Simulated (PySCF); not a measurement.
# Computed properties of Ge(Cl)(SH) (ClGeHS), SMILES [Cl][Ge][SH]

Ge(Cl)(SH) (ClGeHS), SMILES [Ge]([SH])[Cl] (connectivity only; charge and spin as stated), neutral, multiplicity 1. Geometry optimised at PBE0-D3(BJ)/def2-TZVP. The values are those of a single conformer. All values are computed for the isolated molecule unless a solvent is named; none is compared with measurement here.

**Structure.** The optimised structure has Cs symmetry. All 6 harmonic modes at PBE0-D3(BJ)/def2-TZVP (PySCF) are real, so it is a minimum. With heavy atoms numbered as in [Ge:1]([Cl:2])[SH:3], the shortest bond between them is Ge1–Cl2 at 2.190 Å and the longest Ge1–S3 at 2.230 Å.

**Vibrations.** The strongest infrared lines (harmonic, unscaled, degenerate partners summed) lie at 387 cm⁻¹ (90 km/mol, Cl 36 %, Ge 35 %, S 29 %), 402 cm⁻¹ (37 km/mol, S 35 %, Cl 32 %, Ge 29 %), 377 cm⁻¹ (10 km/mol, H 96 %). The softest mode is at 146 cm⁻¹ and the zero-point energy is 6.8 kcal/mol.

**Electronic structure.** CAM-B3LYP/def2-TZVPD (PySCF) places the frontier levels at -8.78 and -1.74 eV, a gap of 7.04 eV, and gives a dipole moment of 2.54 D and a mean polarisability of 70.3 bohr³.

**Excitations.** TDDFT-ωB97X/def2-SVPD (PySCF) has S1 at 3.72 eV (334 nm, f = 0.017, weak); the most intense of the 10 singlets computed lies at 6.89 eV (f = 0.33). T1 (TDA) is at 2.78 eV. No vertical singlet excitation falls in the visible range (under 3.1 eV).

**NMR.** GIAO shifts at KT2/pcSseg-2 (PySCF) (non-relativistic, atoms alike by connectivity averaged): ¹H at 5.5 ppm against TMS. Without spin–orbit terms, shifts of atoms bonded to Cl or Br come out too high.
